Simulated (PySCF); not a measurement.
# As²⁺ (arsenic, charge +2) across methods

[Ar] 3d10 4s2 5s1, 2S determinant (an excited configuration). Calculation: PySCF 2.14, in aug-cc-pVQZ-PP with ECP10MDF (7s6p5d3f2g, 89 functions); a scalar-relativistic core potential.

```tsv
method	E (hartree)	mean ε 4s α (eV)	mean ε 4s β (eV)	mean ε 5s α (eV)	Σ⟨r²⟩ (bohr²)	⟨S²⟩
MN15	-331.3506	-38.969	-38.614	-13.920	35.85	0.750
UHF	-329.73220	-41.496	-41.039	-14.637	36.94	0.750
wB97X	-330.9473	-41.160	-41.166	-15.090	35.58	0.750
LDA	-330.3899	-37.810	-37.625	-13.221	35.09	0.750
PBE0	-330.8726	-38.553	-38.320	-13.746	35.49	0.750
r2SCAN	-330.7648	-37.494	-37.679	-13.238	35.42	0.750
B97-3	-330.9495	-38.496	-38.332	-13.549	35.46	0.750
wB97M-V	-330.7252	-41.102	-40.883	-14.958	35.56	0.750
PBE	-330.9144	-37.290	-37.113	-13.284	35.25	0.750
```

Energies and moments cover only the electrons outside the core potential. The outer electron is Rydberg-like, and this basis confines it to a smaller radius and binds it less than a complete one would.
